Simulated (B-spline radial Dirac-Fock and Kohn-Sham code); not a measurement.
## 6p1/2 photoionisation of Pb near threshold

System: neutral lead in the configuration 1s2 2s2 2p6 3s2 3p6 3d10 4s2 4p6 4d10 4f14 5s2 5p6 5d10 6s2 6p2. The computed 6p1/2 threshold is 7.16 eV; without correlation, outer thresholds are uncertain by 1 to 2 eV. With an open shell the threshold is an average over the terms of the final ion.

The computed values come from a radial B-spline solver: a relativistic central-field model (Hartree-Slater potential of the initial state, Latter tail, multipole expansion of the photon field, Dirac-Fock thresholds). Interchannel coupling and autoionising resonances are not included, so magnitudes near threshold are approximate.

Question: How do σ and β run from threshold to 400 eV kinetic energy?

Answer: The cross section shows no minimum in this range. It is largest at the lowest energy, 9.49 Mb. β ranges from -0.01 (at 204.6 eV) to 1.88.

| kinetic energy (eV) | σ (Mb) | β |
| --- | --- | --- |
| 1.5 | 9.49 | 1.10 |
| 2.3 | 8.64 | 1.26 |
| 3.7 | 7.32 | 1.43 |
| 5.7 | 5.50 | 1.59 |
| 9.0 | 3.47 | 1.73 |
| 14.0 | 1.74 | 1.84 |
| 21.9 | 0.683 | 1.88 |
| 34.2 | 0.217 | 1.82 |
| 53.5 | 0.0626 | 1.58 |
| 83.7 | 0.0194 | 1.13 |
| 130.9 | 0.00688 | 0.54 |
| 204.6 | 0.00256 | -0.01 |
| 319.9 | 0.00121 | 0.22 |
